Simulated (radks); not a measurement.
Fractional charge and spin in the 1s shell of lithium: the spin-up occupation runs from 0 to 1 and the spin-down occupation from 0 to 1; the fullest corner is Li+, 1s(up 1, down 1). All-electron calculation, scalar-relativistic Kohn-Sham, r2SCAN, spin-polarised, spherical densities, finite nucleus; meta-GGA in the generalised Kohn-Sham scheme; Fermi nuclear charge, rms radius of each element as measured or else 0.836 A^(1/3) + 0.57 fm. Program: a radial shooting solver on a logarithmic mesh with Libxc functionals. Energy (eV) above the fullest corner. The planes named below are the two flat planes that join the four corners, with an edge along up + down = one added electron.

\begin{tabular}{lrrr}
down \ up & 0 & 0.5 & 1 \\ \hline
0 & 198.165 & 133.168 & 75.695 \\
0.5 & 133.168 & 80.457 & 34.707 \\
1 & 75.695 & 34.707 & 0.000 \\
\end{tabular}

Corners above the fullest one (they belong to Li2+ and the next ion): (up 1, down 0) 75.695 eV, (up 0, down 1) 75.695 eV, (up 0, down 0) 198.17 eV. With half an added electron in each spin the energy lies 4.763 eV from the planes (fractional-spin error, the static-correlation error of a stretched bond), and with half an added electron in spin up alone -3.762 eV (fractional-charge error). For a frontier s shell over closed shells the exact functional lies on the planes.
